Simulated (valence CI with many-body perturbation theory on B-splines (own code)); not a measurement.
## How close is CI+MBPT for Cs VI?

Computed by configuration interaction combined with many-body perturbation theory (CI+MBPT): four valence electrons over a frozen Dirac-Fock core [Kr] 4d10, radial functions for each j: 11 s, 11 p, 10 d, 8 f, 5 g, 2 h, with the one-electron correlation potential Σ1, the two-electron term Σ2, the three-electron term Σ3, Breit, model QED; selected CI, second order for the rest, scaled by the run's own slope (own B-spline code, finite nucleus).

Against 29 measured levels this calculation errs by 360 cm⁻¹ on average and by 760 at most. These come from a selection out of Sansonetti, J. Phys. Chem. Ref. Data 38, 761 (2009). Levels without a partner in it may be off by more, other configurations by several thousand cm⁻¹. Among the levels kept, up to 480 cm⁻¹ of a level comes from second order outside the variational space, and about a tenth of that is noise between levels of different J, which matters for small intervals.

Measured levels: Sansonetti, J. Phys. Chem. Ref. Data 38, 761 (2009). Pairs share parity and J, and are chosen by configuration, term and nearness in energy; levels without a clear partner are left out. Energies in cm⁻¹ above the measured ground level.

Names give the largest LS component (configuration and term), which can be under half, so a name can repeat, a term be missing and a line seem to break the LS rules; names also repeat where a configuration has a term twice. Letters in brackets count levels of one name in rising energy.

```
     Computed label  Label in the source  Measured  Computed  Difference
       5s2 5p2 3P_0           5s2 5p2 3P         0       0.0           0
       5s2 5p2 3P_1           5s2 5p2 3P     12176   12149.6         -26
       5s2 5p2 3P_2           5s2 5p2 3P   17628.2   17641.1         +13
       5s2 5p2 1D_2           5s2 5p2 1D   35061.4   35089.4         +28
       5s2 5p2 1S_0           5s2 5p2 1S   52410.3   52537.9        +128
       5s 5p3 5S°_2           5s 5p3 5S°  106878.6  106447.4        -431
       5s 5p3 3D°_1           5s 5p3 3D°  131766.8  131583.4        -183
       5s 5p3 3D°_2           5s 5p3 3D°  133089.4  132874.0        -215
       5s 5p3 3D°_3           5s 5p3 3D°  138042.8  137826.3        -217
       5s 5p3 3P°_0           5s 5p3 3P°  152634.7  152491.2        -144
       5s 5p3 3P°_1           5s 5p3 3P°  154198.2  154090.1        -108
       5s 5p3 3P°_2           5s 5p3 3P°  154775.8  154691.1         -85
       5s 5p3 1D°_2           5s 5p3 1D°  168730.2  168690.0         -40
       5s 5p3 3S°_1           5s 5p3 3S°  175645.3  176359.5        +714
    5s2 5p 5d 3F°_2        5s2 5p 5d 3F°  181755.2  181890.1        +135
    5s2 5p 5d 3F°_3        5s2 5p 5d 3F°    187270  187432.3        +162
       5s 5p3 1P°_1           5s 5p3 1P°    194461  195004.8        +544
5s2 5p 5d 3P°_2 [a]        5s2 5p 5d 3P°  197579.4  198113.6        +534
    5s2 5p 5d 3D°_1        5s2 5p 5d 3D°  199798.6  200349.0        +550
    5s2 5p 5d 3D°_2        5s2 5p 5d 1D°  209795.3  210330.7        +535
    5s2 5p 5d 3D°_3        5s2 5p 5d 3D°  212146.6  212698.0        +551
    5s2 5p 5d 3P°_0        5s2 5p 5d 3P°  212928.1  213285.5        +357
    5s2 5p 5d 3P°_1        5s2 5p 5d 3P°  214185.9  214610.7        +425
5s2 5p 5d 3P°_2 [b]        5s2 5p 5d 3D°  216002.8  216512.9        +510
    5s2 5p 5d 1F°_3        5s2 5p 5d 1F°  226523.4  227283.3        +760
    5s2 5p 5d 1P°_1        5s2 5p 5d 1P°  232014.9  232734.7        +720
    5s2 5p 6s 3P°_0        5s2 5p 6s 3P°  242213.3  242762.6        +549
    5s2 5p 6s 3P°_1        5s2 5p 6s 3P°  243719.2  244305.6        +586
    5s2 5p 6s 3P°_2        5s2 5p 6s 3P°    260952  261517.0        +565
    5s2 5p 6s 1P°_1        5s2 5p 6s 1P°  264226.7  264843.2        +617
```

Over 29 excited levels the mean absolute difference is 360 cm⁻¹, the median 425 and the largest 760. The comparison draws on a selection of the measured levels: 30 of the 173 computed ones have a partner in it, and others may be off by more.
